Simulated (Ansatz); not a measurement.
Steps of a relaxation of CH₇Cl₂GeNSi, SMILES `C[N]([SiH2]Cl)[GeH2][Cl]` with RKS PBE0-D4/def2-TZVP.

```sh
$ ansatz run in.yaml --threads 2 --pin off --events-out ev --progress --plain --max-ram 31744MiB --backend cuda --devices 0, --max-vram 18GiB
```

```yaml
crystal:
  periodic: [false, false, false]
  atoms:
    - {symbol: C, position_ang: [-0.692730, 0.671470, -1.250660]}
    - {symbol: N, position_ang: [0.009820, -0.073610, -0.218550]}
    - {symbol: Si, position_ang: [1.696690, 0.227180, -0.067230]}
    - {symbol: Cl, position_ang: [2.277880, -0.901760, 1.486240]}
    - {symbol: Ge, position_ang: [-1.006750, -0.923290, 1.069300]}
    - {symbol: Cl, position_ang: [-1.390300, 0.398940, 2.652050]}
    - {symbol: H, position_ang: [-1.703240, 0.277890, -1.373280]}
    - {symbol: H, position_ang: [-0.766380, 1.733670, -1.002340]}
    - {symbol: H, position_ang: [-0.166050, 0.579660, -2.201130]}
    - {symbol: H, position_ang: [2.367460, -0.233300, -1.281700]}
    - {symbol: H, position_ang: [2.000820, 1.624840, 0.246130]}
    - {symbol: H, position_ang: [-2.311270, -1.227860, 0.363540]}
    - {symbol: H, position_ang: [-0.315940, -2.153830, 1.577630]}
basis:
  gaussian: {orbitals: def2-TZVP}
hamiltonian: {xc: pbe0, dispersion: d4}
relax: {f_tol: 0.005, max_steps: 150}
```

Positions (Å) and forces (eV/Å) along the path, 11 of 44 steps:

```xyz
13
step=1 energy=-92066.1291 eV
C    -0.693    0.671   -1.251    0.006    0.027    0.206
N     0.010   -0.074   -0.219    0.041   -0.213    0.372
Si    1.697    0.227   -0.067   -0.972   -0.072   -0.286
Cl    2.278   -0.902    1.486    0.631   -0.471    0.766
Ge   -1.007   -0.923    1.069    0.448   -0.117   -1.327
Cl   -1.390    0.399    2.652   -0.231    0.646    0.897
H    -1.703    0.278   -1.373   -0.028    0.051   -0.158
H    -0.766    1.734   -1.002   -0.105    0.132   -0.065
H    -0.166    0.580   -2.201   -0.038   -0.004   -0.218
H     2.367   -0.233   -1.282    0.319    0.028   -0.339
H     2.001    1.625    0.246    0.156    0.368   -0.030
H    -2.311   -1.228    0.364   -0.413   -0.020   -0.106
H    -0.316   -2.154    1.578    0.187   -0.357    0.288
13
step=6 energy=-92066.2659 eV rejected
C    -0.676    0.666   -1.239    0.024    0.018    0.130
N    -0.001   -0.134   -0.215    0.236    0.099    0.004
Si    1.689    0.192   -0.080   -0.208   -0.064   -0.028
Cl    2.457   -0.940    1.443    0.039   -0.016    0.034
Ge   -1.044   -0.928    1.053   -0.028   -0.041    0.021
Cl   -1.463    0.449    2.674    0.003    0.009   -0.021
H    -1.652    0.244   -1.481   -0.069   -0.061   -0.026
H    -0.828    1.706   -0.933   -0.005    0.039    0.023
H    -0.090    0.666   -2.159    0.055    0.012   -0.149
H     2.378   -0.183   -1.338   -0.018    0.011   -0.005
H     1.971    1.617    0.226   -0.013   -0.009    0.004
H    -2.388   -1.218    0.376   -0.025    0.002    0.002
H    -0.354   -2.138    1.672    0.008    0.001    0.012
13
step=7 energy=-92066.2675 eV
C    -0.674    0.670   -1.236   -0.003    0.000    0.011
N     0.002   -0.126   -0.210    0.025    0.003   -0.012
Si    1.686    0.190   -0.078   -0.023   -0.001   -0.006
Cl    2.459   -0.921    1.462    0.009   -0.007   -0.003
Ge   -1.044   -0.935    1.048   -0.008    0.013    0.013
Cl   -1.456    0.439    2.672   -0.004    0.000   -0.006
H    -1.654    0.247   -1.471    0.003   -0.004   -0.005
H    -0.822    1.713   -0.934   -0.003   -0.005    0.004
H    -0.096    0.665   -2.167    0.003    0.007   -0.001
H     2.374   -0.200   -1.333   -0.002    0.004    0.001
H     1.967    1.618    0.212    0.003   -0.006    0.001
H    -2.392   -1.214    0.373    0.003   -0.009   -0.001
H    -0.351   -2.147    1.661   -0.003    0.005    0.003
13
step=11 energy=-92066.2748 eV
C    -0.676    0.667   -1.217    0.012   -0.011    0.010
N     0.011   -0.150   -0.212    0.009   -0.001    0.027
Si    1.697    0.154   -0.097    0.044    0.020   -0.009
Cl    2.531   -1.103    1.295   -0.028    0.025   -0.037
Ge   -1.048   -0.904    1.071   -0.035   -0.011    0.066
Cl   -1.603    0.598    2.538    0.021   -0.035   -0.051
H    -1.585    0.171   -1.564   -0.028   -0.027   -0.003
H    -0.951    1.657   -0.841   -0.008    0.031    0.024
H    -0.037    0.807   -2.094    0.030   -0.002   -0.027
H     2.330   -0.107   -1.415   -0.022    0.006    0.033
H     2.009    1.544    0.328   -0.005   -0.042   -0.004
H    -2.356   -1.318    0.385    0.017    0.009   -0.005
H    -0.322   -2.016    1.823   -0.007    0.038   -0.024
13
step=13 energy=-92066.2770 eV
C    -0.679    0.660   -1.208   -0.029    0.029   -0.054
N     0.018   -0.141   -0.200   -0.039   -0.025    0.026
Si    1.707    0.143   -0.100    0.118    0.017    0.032
Cl    2.560   -1.231    1.172   -0.045    0.071   -0.076
Ge   -1.048   -0.882    1.086   -0.028    0.014    0.067
Cl   -1.704    0.677    2.450    0.022   -0.051   -0.051
H    -1.557    0.126   -1.586    0.041    0.032    0.019
H    -1.010    1.631   -0.821    0.017   -0.046   -0.022
H    -0.024    0.844   -2.067   -0.029   -0.006    0.036
H     2.294   -0.024   -1.457   -0.027    0.015    0.077
H     2.057    1.489    0.432   -0.015   -0.092   -0.036
H    -2.322   -1.375    0.383    0.052    0.002    0.026
H    -0.292   -1.917    1.917   -0.038    0.041   -0.045
13
step=14 energy=-92066.2780 eV
C    -0.680    0.660   -1.208   -0.018    0.019   -0.031
N     0.017   -0.139   -0.197   -0.019   -0.014    0.003
Si    1.706    0.144   -0.098    0.090    0.020    0.014
Cl    2.558   -1.238    1.161   -0.025    0.044   -0.042
Ge   -1.049   -0.880    1.089   -0.012    0.004    0.042
Cl   -1.707    0.684    2.444    0.012   -0.052   -0.041
H    -1.560    0.128   -1.583    0.021    0.016    0.012
H    -1.007    1.634   -0.826    0.009   -0.025   -0.011
H    -0.025    0.838   -2.069   -0.014   -0.004    0.020
H     2.293   -0.016   -1.455   -0.028    0.013    0.056
H     2.060    1.485    0.440   -0.014   -0.073   -0.024
H    -2.315   -1.385    0.384    0.025    0.015    0.023
H    -0.292   -1.914    1.918   -0.025    0.039   -0.020
13
step=17 energy=-92066.2798 eV rejected
C    -0.683    0.646   -1.210    0.006   -0.027    0.023
N     0.023   -0.128   -0.185    0.000    0.039   -0.017
Si    1.717    0.132   -0.089    0.132   -0.051    0.060
Cl    2.594   -1.444    0.919   -0.088    0.170   -0.107
Ge   -1.045   -0.841    1.116   -0.016    0.015    0.032
Cl   -1.872    0.789    2.292    0.035   -0.089   -0.047
H    -1.556    0.098   -1.574   -0.019   -0.017   -0.005
H    -1.023    1.619   -0.843   -0.007    0.018    0.013
H    -0.030    0.818   -2.070    0.015    0.001   -0.021
H     2.244    0.179   -1.482   -0.030    0.000    0.140
H     2.120    1.365    0.650   -0.035   -0.147   -0.077
H    -2.247   -1.498    0.418    0.058    0.031    0.049
H    -0.242   -1.737    2.060   -0.051    0.056   -0.043
13
step=19 energy=-92066.2830 eV
C    -0.684    0.646   -1.215    0.007   -0.024    0.020
N     0.022   -0.125   -0.188    0.015    0.030   -0.019
Si    1.716    0.132   -0.085    0.044   -0.021    0.023
Cl    2.589   -1.439    0.920   -0.040    0.071   -0.051
Ge   -1.043   -0.839    1.114   -0.004    0.007    0.013
Cl   -1.867    0.781    2.299    0.013   -0.035   -0.017
H    -1.564    0.101   -1.568   -0.006   -0.005   -0.003
H    -1.015    1.625   -0.853   -0.003    0.005    0.003
H    -0.035    0.806   -2.080    0.003    0.001   -0.005
H     2.247    0.183   -1.472   -0.010   -0.001    0.061
H     2.115    1.358    0.654   -0.012   -0.062   -0.029
H    -2.244   -1.494    0.420    0.020    0.007    0.023
H    -0.238   -1.735    2.053   -0.027    0.025   -0.018
13
step=31 energy=-92066.3429 eV
C    -0.687    0.476   -1.334   -0.042   -0.053    0.092
N     0.007    0.080   -0.105   -0.032    0.037   -0.047
Si    1.710    0.094    0.006    0.191   -0.226   -0.106
Cl    2.564   -1.776   -0.389   -0.160    0.361    0.072
Ge   -1.026   -0.550    1.267   -0.043    0.011    0.006
Cl   -2.154    1.094    2.098    0.009    0.021   -0.004
H    -1.367   -0.312   -1.684    0.084    0.082    0.032
H    -1.271    1.392   -1.181    0.069   -0.112   -0.017
H     0.036    0.664   -2.131   -0.025    0.019    0.005
H     2.242    1.020   -1.027   -0.024   -0.072    0.109
H     2.133    0.437    1.390   -0.051   -0.061   -0.136
H    -2.079   -1.524    0.727    0.032   -0.010    0.000
H    -0.108   -1.097    2.362   -0.008    0.002   -0.007
13
step=42 energy=-92066.3736 eV
C    -0.658    0.386   -1.324   -0.001    0.004    0.006
N     0.017    0.076   -0.064   -0.007   -0.002    0.000
Si    1.720    0.035   -0.005    0.004    0.001   -0.006
Cl    2.512   -1.646   -0.910    0.001   -0.002    0.003
Ge   -1.049   -0.433    1.331   -0.002    0.000   -0.008
Cl   -2.206    1.290    1.931    0.002    0.000    0.001
H    -1.041   -0.513   -1.818    0.001    0.003    0.002
H    -1.492    1.075   -1.159    0.002   -0.002   -0.002
H     0.034    0.875   -2.014   -0.002   -0.002    0.000
H     2.279    1.181   -0.758    0.000    0.002    0.000
H     2.138    0.003    1.412    0.002   -0.001    0.003
H    -2.080   -1.470    0.870    0.002   -0.001    0.001
H    -0.172   -0.859    2.508   -0.001    0.001    0.001
13
step=44 energy=-92066.3737 eV
C    -0.659    0.390   -1.323    0.002   -0.004   -0.001
N     0.016    0.077   -0.065    0.003    0.004   -0.004
Si    1.720    0.036   -0.006    0.002    0.000    0.003
Cl    2.513   -1.654   -0.895   -0.001    0.001    0.000
Ge   -1.048   -0.436    1.329   -0.003   -0.001    0.001
Cl   -2.209    1.284    1.932    0.002   -0.003   -0.001
H    -1.050   -0.507   -1.815   -0.001    0.001   -0.001
H    -1.487    1.085   -1.158   -0.003    0.002    0.002
H     0.035    0.873   -2.016    0.001    0.000    0.000
H     2.278    1.176   -0.768   -0.002   -0.003    0.002
H     2.138    0.015    1.412    0.001    0.001   -0.002
H    -2.076   -1.476    0.866    0.000    0.001    0.000
H    -0.171   -0.862    2.506    0.000    0.002    0.001
```

Run time 80 s (2 threads of an AMD EPYC 7R13 on a shared host and a share of an NVIDIA H100 80 GB); peak host memory 0.98 GiB.
